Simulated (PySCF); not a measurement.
## Levels of La(52+) from EOM-EA-GCCSD

Reference: closed-shell La(53+), [He] 2s2; one electron is added. Calculated with PySCF 2.14, two-component X2C-1e with screened spin-orbit coupling, an uncontracted even-tempered set (17 s from 8 bohr⁻², ratio 2.6; 13 p from 10 bohr⁻², ratio 2.6; 7 d from 11 bohr⁻², ratio 2.8; 4 f from 200 bohr⁻², ratio 2.8); frozen nothing; the 32 highest virtual spinors dropped; of the others 50 kept and the rest restored at second order. No Breit or QED terms. Binding energies in eV.

| level | Koopmans | second order | EOM-CCSD |
| --- | --- | --- | --- |
| 2p1/2 | 10435.1 | 10434.3 | 10430.8 |
| 2p3/2 | 9973.4 | 9974.1 | 9973.9 |

For comparison, the ionisation energy of La(52+) is 10426 ± 4 eV (theoretical estimate listed by NIST; NIST Atomic Spectra Database, ionization energies).

Only part of the computed levels is shown.
